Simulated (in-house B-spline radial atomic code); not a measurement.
**Ionising Sm II (Sm+) with different functionals**

Computed with an all-electron radial atomic-structure program (B-spline basis): scalar-relativistic (spin-free X2C) Hamiltonian, Fermi nucleus of rms radius 5.0819 fm, spin-polarised at highest spin, spherical fractional occupations for the functionals, and exact exchange of hybrids averaged over the configuration. The ionisation energy is the difference of two self-consistent energies, [Xe] 4f6 6s1 → [Xe] 4f6, without Breit or QED terms; ε is the level of the shell that loses the electron (its least bound occupied spin orbital). There is no spin-orbit coupling in this Hamiltonian.

| method | rung | ΔSCF (eV) | -ε(6s) (eV) |
| --- | --- | --- | --- |
| PBE0 | global hybrid | 11.14 | 9.27 |
| B3LYP | global hybrid | 11.35 | 9.25 |
| TPSSh | global hybrid | 10.98 | 8.83 |
| BHandHLYP | global hybrid | 11.02 | 9.70 |
| r2SCAN0 | global hybrid | 11.03 | 9.39 |
| B97-1 | global hybrid | 10.89 | 8.92 |
| HSE06 | range-separated hybrid | 11.17 | 8.98 |
| wB97X | range-separated hybrid | 10.68 | 10.67 |
| CAM-B3LYP | range-separated hybrid | 11.25 | 10.23 |
| LC-wPBE | range-separated hybrid | 10.89 | 10.97 |

Among the functionals, which spreads more, the ΔSCF values or the orbital energies?

The orbital energies: ΔSCF values span about 0.68 eV and the orbital energies 2.14 eV.

How do they compare with the NIST value?

NIST lists 11.08 eV ± 0.02 (semi-empirical, ground level to ground level). Errors run from -0.40 to +0.27 eV; r2SCAN0 is closest (-0.05 eV), though others lie within the uncertainty of it, and part of that can be cancellation, since the calculations leave out spin-orbit coupling, Breit-QED terms, multiplet and fine-structure energies.
